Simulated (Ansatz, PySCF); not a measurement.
Process, species as SMILES: ClC(Cl)=C(Cl)Cl + 4 C (CH4) → C=C (C2H4) + 4 CCl (CH3Cl) [chloromethane]
Structures are relaxed separately at B3LYP-D3(BJ)/def2-TZVP in Ansatz (a first-principles code). Unstable Hartree-Fock reference: ClC(Cl)=C(Cl)Cl.

Quantity: bond separation energy (enthalpy at 298 K, with B3LYP-D3(BJ) rigid-rotor harmonic-oscillator terms from PySCF), in eV. Correlated levels leave the core frozen unless marked. No spin-orbit coupling. No relativistic terms. CBS marks a two-point X^-3 extrapolation of the correlation energy; Hartree-Fock from the larger set. [CCSD(T)-MP2]/basis is that difference in the basis named.

RI-MP2/CBS(cc-pV(T+d)Z,cc-pV(Q+d)Z)+[CCSD(T)-MP2]/cc-pV(T+d)Z (Ansatz) gives 0.38 eV.

Q: Another calculation gave 0.37 eV. Which level was it?
A) B2GP-PLYP/def2-TZVPD (Ansatz)
B) r2SCAN/def2-TZVPD (Ansatz)
C) SVWN5/def2-TZVPD (Ansatz)
D) HF/def2-TZVPD (PySCF)

A: A, B2GP-PLYP/def2-TZVPD (Ansatz). The others give 0.58 (r2SCAN), 0.94 (SVWN5), -0.42 (HF) eV.
